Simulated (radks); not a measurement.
Results of a calculation; reference values are marked as such.
Question: These are the eigenvalues of the occupied orbitals of an atom or ion with whole-number occupations (hartree). Level of theory: scalar-relativistic Kohn-Sham, RPBE, spin-polarised, spherical densities, finite nucleus; Fermi nuclear charge, rms radius of each element as measured or else 0.836 A^(1/3) + 0.57 fm (a radial shooting solver on a logarithmic mesh with Libxc functionals).

1s down: -2799.342
1s up: -2799.342
2s up: -491.8415
2s down: -491.8244
2p up: -427.7176
2p down: -427.7040
3s up: -116.9575
3s down: -116.9497
3p up: -98.19797
3p down: -98.18931
3d up: -77.52996
3d down: -77.51637
4s up: -26.92869
4s down: -26.91079
4p up: -20.77246
4p down: -20.75608
4d up: -13.20226
4d down: -13.18328
4f up: -4.77626
4f down: -4.74616
5p up: -4.32159
5p down: -4.15188
5d up: -2.35189
5f up: -0.85303

Which element is it, and in what charge state? The configuration may be excited. Open shells, if any, are filled with parallel spins first.

Answer: Z = 77, iridium, charge +4: Ir4+ in [Kr] 4d10 4f14 5p6 5d5 5f2. The list shows which subshells hold electrons but not how many an open one holds; the 1s level, -2799.3 hartree, gives Z - s = 74.8 by -(Z - s)^2/2, which with screening and relativity narrows Z to a few neighbours, and the depths of the outer levels then fix element, charge and occupations together.
